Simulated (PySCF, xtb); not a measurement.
CH₅F₂NOSi, SMILES NC[Si](O)(F)F. Other conformers were not sampled.

Harmonic wavenumbers (cm⁻¹) from GFN2-xTB (xtb) at its own minimum, in rising order: 30, 112, 161, 204, 233, 266, 296, 316, 362, 680, 754, 772, 863, 868, 981, 1000, 1048, 1097, 1287, 1312, 1461, 1565, 2955, 2970, 3389, 3419, 3624.

**Question.** What does PBE0-D3(BJ)/def2-SVP (PySCF) give at its own minimum? (Estimate from the structure and the level; the computed values follow.)

**Answer.** 55, 117, 187, 208, 289, 304, 330, 345, 407, 682, 725, 770, 869, 912, 947, 983, 1087, 1113, 1288, 1371, 1416, 1642, 3064, 3120, 3539, 3624, 3937. Paired by order, the mean absolute difference is 58 cm⁻¹ and the zero-point energies are 45.8 and 47.7 kcal/mol.
